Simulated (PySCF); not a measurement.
PySCF job for CF2, SMILES F[C]F (connectivity only; charge and spin as stated), charge +1, multiplicity 2, PBE/pcH-1. The structure is a stationary point at PBE0-D3(BJ)/def2-TZVP. The isomer is the one that the SMILES or the coordinates give; other isomers of the formula were not compared.

```python
import numpy as np
from pyscf import gto, scf, dft
from pyscf.prop.hfc import uks as hfc
from pyscf.prop.gtensor import uks as gtensor

mol = gto.M(
    atom='''
    F     0.00000000   -1.07476153   -0.14092070
    C     0.00000000    0.00000000    0.42276211
    F     0.00000000    1.07476153   -0.14092070
    ''',
    basis='pcH-1',
    charge=1,
    spin=1,
    max_memory=1600,
    verbose=3,
)
mf = dft.UKS(mol, xc='pbe')
mf.grids.level = 3
mf.conv_tol = 1e-10
mf.max_cycle = 100
mf.kernel()
fine, coarse = mf.grids, dft.Grids(mol).set(level=1).build(with_non0tab=True)
for _ in range(3):  # follow internal instabilities
    mf.grids = coarse
    mo, _, stable, _ = mf.stability(return_status=True, nroots=4)
    mf.grids = fine
    if stable:
        break
    mf.kernel(mf.make_rdm1(mo, mf.mo_occ))
A = hfc.HFC(mf).make_fcdip(mf.make_rdm1())  # Fermi contact and dipolar terms, MHz
print('atom   A(iso)/MHz   principal dipolar parts/MHz')
for i, a in enumerate(A):
    w = np.linalg.eigvalsh((a + a.T) / 2)
    print(f'{mol.atom_symbol(i):2s}{i + 1:3d} {w.mean():12.2f}', (w - w.mean()).round(2))
gt = gtensor.GTensor(mf)
gt.dia_soc2e, gt.para_soc2e, gt.so_eff_charge = None, None, True
gt.max_cycle_cphf = 60
g = gt.kernel()
```

It prints:

```

WARN: HOMO -0.219257219573819 >= LUMO -0.21925721957377

converged SCF energy = -237.073882927574  <S^2> = 0.75256307  2S+1 = 2.0025614
<class 'pyscf.dft.uks.UKS'> wavefunction is stable in the internal stability analysis
atom   A(iso)/MHz   principal dipolar parts/MHz
F   1       453.72 [-340.99 -255.63  596.62]
C   2      1103.94 [-61.98 -49.98 111.96]
F   3       453.72 [-340.99 -255.63  596.62]
SOC(1e)/OZ [ 0.00224265 -0.00796803 -0.00091457]
free electron g 2.00231930436182
g-tensor total [2.00434273 1.99422323 2.00119345]
g-shift (ppt) [ 2.02342357 -8.09607276 -1.12585302]
```

The calculation finished and met its thresholds.

Cost: about 10 core-seconds (a rough figure).
